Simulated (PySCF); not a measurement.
Mg, charge +1, doublet.

Input for PySCF:
```python
from pyscf import gto, scf, dft

mol = gto.M(
    atom='''
Mg    0.00000000    0.00000000    0.00000000
''',
    basis='6-31g*',
    charge=1,
    spin=1,
    verbose=4,
)

mf = dft.UKS(mol)
mf.xc = 'wb97x'
mf.kernel()
```

What does this run give for the total energy, number of basis functions, HOMO energy, <S^2>?


```yaml
total_energy: -199.7638 Eh
number_of_basis_functions: 18
HOMO energy: -14.50 eV
"<S^2>": 0.750
```

These values belong to the state on which the SCF converged, which isn't shown to be the lowest.
